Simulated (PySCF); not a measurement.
SMILES [OH][Sn]([OH])([OH])[CH2]C=C (GFN2-xTB optimised geometry):

```
15

C      2.602    -1.321     2.109
C      2.154    -0.330     1.350
C      1.621    -0.520     0.000
Sn    -0.604    -0.520     0.000
O     -1.398    -1.432    -1.573
O     -1.433    -1.410     1.560
O     -1.420     1.283     0.000
H      3.002    -1.145     3.092
H      2.595    -2.342     1.765
H      2.163     0.686     1.721
H      1.868     0.293    -0.677
H      1.886    -1.482    -0.431
H     -1.853    -0.837    -2.168
H     -1.822    -2.258     1.349
H     -1.886     1.482     0.812
```

Calculation: PBE0/def2-TZVP, def2 effective core potentials past Kr (PySCF 2.14.0).

Q: What are the frontier orbital energies and the dipole moment?

A: HOMO-2 -8.58 eV, HOMO-1 -8.54 eV, HOMO -7.18 eV, LUMO -1.32 eV, LUMO+1 -0.02 eV; dipole moment 1.49 D.

On the same geometry PBE/def2-TZVP, def2 effective core potentials past Kr (PySCF) gives HOMO-2 -6.83 eV, HOMO-1 -6.80 eV, HOMO -6.09 eV, LUMO -2.26 eV, LUMO+1 -0.95 eV; dipole moment 1.38 D.
